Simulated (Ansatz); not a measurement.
Species, as SMILES: Cl[C]Cl (closed-shell singlet).
Atoms: Cl1, C2, Cl3. Bonds: Cl1-C2, C2-Cl3.

Basis-set convergence of the optimised Cl1-C2 bond length at MP2 with Ansatz (an electronic-structure program). The reference of a correlated method is not its basis-set limit, which lies further on. Cartesian d functions, on some or all atoms, in 6-311G**, 6-311+G**; all else is spherical. Cores are frozen. A restricted Hartree-Fock determinant is unstable towards unrestricted orbitals. No added dispersion term, no relativity. Reference: the value in def2-QZVPP, 1.7001 Å, itself unsure by roughly 0.0005 Å (its distance from cc-pV(Q+d)Z). Deviations are taken from unrounded values.

```
basis            functions  optimised Cl1-C2 bond length (Å)
---------------  ---------  --------------------------------
cc-pV(D+d)Z             60                            1.7209
aug-cc-pV(D+d)Z         87                            1.7229
6-311G**                72                            1.7148
6-311+G**               84                            1.7099
cc-pV(T+d)Z            108                            1.7069
aug-cc-pV(T+d)Z        156                            1.7046
def2-TZVPP             115                            1.7033
def2-TZVPPD            139                            1.7030
```

What the diffuse functions change, pair by pair:
- cc-pV(D+d)Z to aug-cc-pV(D+d)Z: 27 more functions, deviation 0.0207 to 0.0228 Å
- 6-311G** to 6-311+G**: 12 more functions, deviation 0.0147 to 0.0098 Å
- cc-pV(T+d)Z to aug-cc-pV(T+d)Z: 48 more functions, deviation 0.0068 to 0.0045 Å
- def2-TZVPP to def2-TZVPPD: 24 more functions, deviation 0.0032 to 0.0029 Å

They bring the value nearer the reference by more than 0.0005 Å in 2 of 4 pairs.
